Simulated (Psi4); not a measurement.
C$_{4}$H$_{7}$O, doublet, geometry from GFN2-xTB. Base run: Psi4 with BLYP/6-311G**.

Geometry (Å):
```xyz
12

C     -1.9861     0.3878    -0.0232
C     -0.6341     0.4377     0.5499
C      0.4826    -0.1584    -0.1083
C      1.8137    -0.0261     0.6036
O      0.3795    -0.7443    -1.1855
H     -1.9659    -0.1490    -0.9690
H     -2.3762     1.3969    -0.1801
H     -2.6790    -0.1035     0.6650
H     -0.4840     0.9393     1.4941
H      1.7574    -0.4888     1.5869
H      2.5913    -0.5113     0.0208
H      2.0630     1.0251     0.7342
```
Charge 0, spin multiplicity 2.
Orbitals are unrestricted.
All else is at Psi4's defaults (density fitting).
Base energy -231.78572 Eh.

Each row names what was changed in the base input (with any setting that the change needs).

```json
[
 {"change": "base", "ΔE vs base (mEh)": "0.000", "SCF cycles": "10", "grid points": "256627", "basis functions": "132"},
 {"change": "scf_type = pk", "ΔE vs base (mEh)": "0.050", "SCF cycles": "10", "grid points": "256627", "basis functions": "132"},
 {"change": "dft_spherical_points = 974", "ΔE vs base (mEh)": "0.001", "SCF cycles": "10", "grid points": "826110", "basis functions": "132"},
 {"change": "dft_radial_points = 150", "ΔE vs base (mEh)": "0.000", "SCF cycles": "10", "grid points": "509717", "basis functions": "132"},
 {"change": "scf_type = disk_df", "ΔE vs base (mEh)": "0.000", "SCF cycles": "10", "grid points": "256627", "basis functions": "132"},
 {"change": "dft_basis_tolerance = 1e-8", "ΔE vs base (mEh)": "0.000", "SCF cycles": "10", "grid points": "254927", "basis functions": "132"},
 {"change": "dft_spherical_points = 590", "ΔE vs base (mEh)": "0.001", "SCF cycles": "10", "grid points": "500832", "basis functions": "132"},
 {"change": "damping_percentage = 50", "ΔE vs base (mEh)": "-0.006", "SCF cycles": "46", "grid points": "256627", "basis functions": "132"},
 {"change": "dft_radial_points = 50", "ΔE vs base (mEh)": "0.001", "SCF cycles": "10", "grid points": "173671", "basis functions": "132"},
 {"change": "puream = false", "ΔE vs base (mEh)": "-4.043", "SCF cycles": "11", "grid points": "256627", "basis functions": "137"},
 {"change": "guess = modhuckel", "ΔE vs base (mEh)": "0.000", "SCF cycles": "13", "grid points": "256627", "basis functions": "132"},
 {"change": "guess = sadno", "ΔE vs base (mEh)": "0.000", "SCF cycles": "13", "grid points": "256627", "basis functions": "132"},
 {"change": "puream = true", "ΔE vs base (mEh)": "0.000", "SCF cycles": "10", "grid points": "256627", "basis functions": "132"}
]
```

Open shells are given as the SCF converged; they aren't shown to be the lowest states, and a large step between rows can be another state.
